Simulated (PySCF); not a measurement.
PySCF input for B3H5N3, SMILES N1B[N]BNB1, multiplicity 2, C-PCM-B3LYP/def2-SVP. The structure is a stationary point at PBE0-D3(BJ)/def2-SVP. The isomer is the one that the SMILES or the coordinates give; other isomers of the formula were not compared.

```python
import numpy as np
from pyscf import gto, scf, dft
from pyscf.solvent import pcm

mol = gto.M(
    atom='''
    B     0.00000000   -1.28328871   -0.80732618
    N     0.00000000   -0.00000002   -1.36650098
    B     0.00000000    1.28328870   -0.80732620
    N     0.00000000    1.22944236    0.63120815
    B     0.00000000    0.00000002    1.36152340
    N     0.00000000   -1.22944235    0.63120817
    H     0.00000000   -2.31480747   -1.43316617
    H     0.00000000    2.31480744   -1.43316622
    H     0.00000000    2.10195961    1.14499356
    H     0.00000000    0.00000002    2.57058278
    H     0.00000000   -2.10195957    1.14499360
    ''',
    basis='def2-SVP',
    charge=0,
    spin=1,
    max_memory=1600,
    verbose=3,
)
mf = dft.UKS(mol, xc='b3lyp').density_fit(auxbasis='def2-universal-jkfit')
mf.grids.level = 3
mf.conv_tol = 1e-9
mf.max_cycle = 100
mf.kernel()
fine, coarse = mf.grids, dft.Grids(mol).set(level=1).build(with_non0tab=True)
for _ in range(3):  # follow internal instabilities
    mf.grids = coarse
    mo, _, stable, _ = mf.stability(return_status=True, nroots=4)
    mf.grids = fine
    if stable:
        break
    mf.kernel(mf.make_rdm1(mo, mf.mo_occ))
res = {}
for name, eps in {'water': 78.355, 'n-hexane': 1.8819, 'chloroform': 4.7113}.items():
    s = mf.PCM()
    s.with_solvent.method, s.with_solvent.eps, s.with_solvent.lebedev_order = 'C-PCM', eps, 29
    s.kernel(mf.make_rdm1())
    res[name] = (s.e_tot, eps, s.dip_moment(), s.mo_energy, s.converged)
    print(f'{name}: electrostatic solvation free energy {(s.e_tot - mf.e_tot) * 627.509474:.3f} kcal/mol')
```

Log of the run:

```

WARN: HOMO -0.299672862422401 >= LUMO -0.2996728624224

converged SCF energy = -241.809229698489  <S^2> = 0.75471305  2S+1 = 2.0047075
<class 'pyscf.df.df_jk.DFUKS'> wavefunction is stable in the internal stability analysis

WARN: PCM is an experimental feature. It is still in testing.
Features and APIs may be changed in the future.

converged SCF energy = -241.813535884714  <S^2> = 0.75467148  2S+1 = 2.004666
Dipole moment(X, Y, Z, Debye):  0.00000,  0.00000,  1.56917
water: electrostatic solvation free energy -2.702 kcal/mol

WARN: PCM is an experimental feature. It is still in testing.
Features and APIs may be changed in the future.

converged SCF energy = -241.811139941129  <S^2> = 0.7546961  2S+1 = 2.0046906
Dipole moment(X, Y, Z, Debye):  0.00000,  0.00000,  1.34469
n-hexane: electrostatic solvation free energy -1.199 kcal/mol

WARN: PCM is an experimental feature. It is still in testing.
Features and APIs may be changed in the future.

converged SCF energy = -241.812574379012  <S^2> = 0.75468165  2S+1 = 2.0046762
Dipole moment(X, Y, Z, Debye):  0.00000,  0.00000,  1.47483
chloroform: electrostatic solvation free energy -2.099 kcal/mol
```

Self-consistency was reached.

Cost: around 2.4 core-minutes (rough).
